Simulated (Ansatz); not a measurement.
ClFGe₂H₄O (`[OH][Ge]([F])([Cl])[GeH3]`). The species carries charge 0 and has multiplicity 1.

```xyz
9

O     1.601   -0.836    1.017
Ge    0.609   -0.422   -0.372
F     1.633    0.416   -1.496
Cl    0.085   -2.225   -1.417
Ge   -1.286    0.934    0.274
H     2.317   -1.444    0.808
H    -2.152    0.099    1.219
H    -0.758    2.191    0.970
H    -2.050    1.288   -1.004
```

(1) What are the harmonic wavenumbers in cm⁻¹ at PBE0-D4/def2-TZVP (Ansatz, finite differences of forces, unscaled)? (Best estimate.)

(2) Is this a minimum?

(3) Give the ideal-gas thermochemistry at 298.15 K and 1 bar (rigid rotor, harmonic oscillator; point group C1, symmetry number 1).

Answers

(1) Ansatz gave: 63, 80, 104, 153, 191, 201, 259, 297, 426, 482, 484, 694, 736, 781, 872, 874, 914, 2178, 2194, 2196, 3873.

(2) Yes, all 21 modes are real.

(3) Zero-point energy 108.0 kJ/mol; H(298) − E = 134.2 kJ/mol; entropy 404.8 J/(mol·K), of which translation 176.1, rotation 123.2, vibration 105.6; G(298) − E = 13.5 kJ/mol. Modes under 100 cm⁻¹ are hindered rotations or soft bends, so the harmonic entropy is rough.
